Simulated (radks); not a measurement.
All-electron atom: neutral barium in [Xe] 6s2 (the NIST ground configuration).

Method: non-relativistic Kohn-Sham, exchange-only B88, spin-polarised, spherical densities, point nucleus; relativity is left out, which matters for an element this heavy; computed with a radial shooting solver on a logarithmic mesh with Libxc functionals.

Energy parts (Ry):
total: -15767.1174
kinetic: 15767.1174
electron-nucleus: -37350.2752
Hartree: 6194.1853
exchange: -378.1449

Orbitals (lengths in bohr, moments of r in powers of bohr; r(90%) holds 90 % of the orbital's charge):
| orbital | occ. | eigenvalue (Ry) | <1/r> | r(90%) |
|---|---|---|---|---|
| 1s | 2 | -2614.371 | 55.47 | 0.0482 |
| 2s | 2 | -401.9697 | 12.78 | 0.179 |
| 2p | 6 | -379.3128 | 12.79 | 0.160 |
| 3s | 2 | -84.71325 | 4.709 | 0.448 |
| 3p | 6 | -75.01860 | 4.639 | 0.443 |
| 3d | 10 | -56.96390 | 4.517 | 0.417 |
| 4s | 2 | -16.46538 | 1.970 | 1.01 |
| 4p | 6 | -12.92785 | 1.874 | 1.06 |
| 4d | 10 | -6.77664 | 1.659 | 1.20 |
| 5s | 2 | -2.23355 | 0.7659 | 2.46 |
| 5p | 6 | -1.32033 | 0.6685 | 2.85 |
| 6s | 2 | -0.18824 | 0.2471 | 7.49 |

The highest occupied level is 6s at -2.561 eV. Virial ratio -V/T = 2.00000. Summed over all electrons, <r^2> = 104.7 bohr^2, which gives a Langevin (diamagnetic) susceptibility term of -82.9 x 10^-6 cm^3/mol. The electron density at the nucleus is 1.243e+05 e/bohr^3.
